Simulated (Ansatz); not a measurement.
`[SiH3][GeH3]` + `OC(O)O` → `OC(O)[O][GeH3]` + SiH₄  (cleavage of the Ge–Si bond)

Gas-phase electronic energies from Ansatz, PBE0-D4/def2-TZVP geometries. CBS: MP2 limit from def2 TZ/QZ plus the TZ coupled-cluster correction, frozen cores. This one scheme is used for every species. DFT in def2-TZVPP. For Ge outer-core shells are correlated without core-valence functions, which leaves a few kJ/mol of doubt a bond. Scalar relativity is left out up to krypton. One conformer a species, not always the lowest.

```csv
level,ΔE (eV)
PBE0-D4,0.04
ωB97X-V,-0.14
B2PLYP,-0.15
PBE0,0.06
MP2/def2-QZVPP,-0.17
SCS-MP2/def2-QZVPP,-0.22
MP2/CBS(def2),-0.14
CCSD/CBS(def2),-0.09
```

**Question.** What does CCSD(T)/CBS give? (Estimate.)

**Answer.** The calculation gave: -0.10 eV. The listed levels differ from it by 0.14, -0.04, -0.05, 0.16, -0.07, -0.12, -0.04, 0.01 eV.

Largest T1 diagnostic among the species: 0.012.

In def2-TZVPP, CCSD(T) changes the Hartree–Fock value by +0.12 eV (the triples alone add −0.00 eV) and MP2 by +0.08 eV. The D4 term adds −0.03 eV with B3LYP and −0.02 eV with PBE0; it sums over pairs of atoms, weighted by their polarisabilities, and B3LYP, whose exchange is more repulsive, gets the larger term.

B3LYP here is the variant with VWN-RPA as its local correlation; programs differ in this.
